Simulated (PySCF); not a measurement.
# Low-lying terms of Mg(2+) (magnesium, charge +2)

Ground state [Ne], ¹S. Computed with PySCF 2.14 in x2c-TZVPall with one added diffuse shell each of s, p, d type (6s5p4d, 41 functions), with scalar relativity by spin-free X2C-1e. Vertical excitation energies in eV without spin-orbit coupling; excited terms of each kind are numbered among those the solver found. Frozen: 1s2.

```
 term  leading excitation  EOM-EE-CCSD
1 3P°              2p → s       52.818
1 1P°              2p → s       53.303
 1 3S              2p → p       57.316
 1 3D              2p → p       58.248
 1 1D              2p → p       58.610
 1 1P              2p → p       58.734
 1 3P              2p → p       58.741
 1 1S              2p → p       60.892
2 3P°              2p → d       65.539
1 3F°              2p → d       65.701
1 1F°              2p → d       65.744
1 1D°              2p → d       65.913
2 1P°              2p → d       65.919
1 3D°              2p → d       65.922
 2 3S              2p → p       68.758
 2 1D              2p → p       69.199
```

The solver can miss terms. Rydberg members are limited by the diffuse functions of the basis.
